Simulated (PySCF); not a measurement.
Ge(H)3(OMe) (CH₆GeO), SMILES C[O][GeH3]. The structure is a stationary point at ωB97X-D3(BJ)/def2-SVP.

Computed with ωB97X-D3(BJ)/def2-SVP in PySCF.

Harmonic wavenumbers (cm⁻¹): 122, 134, 226, 638, 648, 678, 880, 882, 907, 1165, 1186, 1214, 1482, 1485, 1490, 2167, 2176, 2229, 3002, 3071, 3137. Rotational constants (GHz): 30.07, 4.007, 3.792; symmetry number 1.

Problem. Work out the zero-point energy and the ideal-gas rigid-rotor harmonic-oscillator thermochemistry at 298.15 K and 1 atm.

Solution. ZPE = ½ Σ hcν = ½ × 28918 cm⁻¹ = 41.34 kcal/mol. H − E(el) = 45.29 kcal/mol. Entropy in cal/(mol K): translation 39.91, rotation 24.07, vibration 9.57, total 73.55. G − E(el) = 23.36 kcal/mol. Cp = 18.79 cal/(mol K). Modes under 150 cm⁻¹ make the vibrational entropy uncertain.
